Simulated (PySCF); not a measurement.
**Electron correlation in Xe³⁺ (xenon, charge +3)**

[Kr] 4d10 5s2 5p3, high-spin 4S determinant. All numbers are calculated (PySCF 2.14, the spin-free X2C one-electron Hamiltonian (Gaussian nucleus), in x2c-TZVPall). Frozen: [Kr] 4d10; 5 electrons correlated.

MP2 pair energies summed by pair of shells (mhartree):

```
 pair  energy  share (%)
5s-5p  -40.45       67.7
5p-5p  -12.87       21.5
5s-5s   -6.43       10.8
```

Total MP2 correlation energy: -59.75 mhartree.

Same-spin part -15.24 and opposite-spin part -44.52 mhartree; SCS-MP2 scales them by 1/3 and 6/5 to -58.50 mhartree.
